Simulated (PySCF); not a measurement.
**Radial density of Ti⁻ (titanium, charge -1)**

M06-L, [Ar] 3d3 4s2, high-spin 4F determinant. Calculation: PySCF 2.14, in aug-cc-pwCVTZ-DK (10s9p7d4f3g, 127 functions); the spin-free X2C one-electron Hamiltonian (Gaussian nucleus).

```csv
r (bohr),4πr²ρ (e/bohr),4πr²(ρα − ρβ)
0.00124,0.1784,0.0000
0.00209,0.4560,0.0000
0.00351,1.142,-0.0001
0.00591,2.756,-0.0002
0.00994,6.251,-0.0004
0.0167,12.69,-0.0007
0.0281,21.29,-0.0013
0.0473,26.17,-0.0021
0.0795,21.79,-0.0041
0.134,20.73,-0.0044
0.225,28.08,0.0537
0.379,15.78,0.3749
0.637,8.348,1.0825
1.07,9.320,1.4719
1.80,2.596,0.9495
3.03,0.8580,0.3646
5.10,0.3948,0.0961
8.57,0.08230,0.0047
14.4,0.001576,0.0007
```

Densities and radii are taken from the X2C orbitals without a picture-change correction, which distorts them close to the nucleus.

At M06-L the highest occupied level has a positive energy, so only the finite basis holds that electron; in a semilocal or global hybrid functional this comes from self-interaction and does not mean that the real anion is unbound.

Where is the radial spin density 4πr²(ρα − ρβ) most negative, and why is it negative at all?

Around r = 0.134 bohr, down to -0.0044 e/bohr: exchange with the open shell polarises the paired shells in an unrestricted calculation.
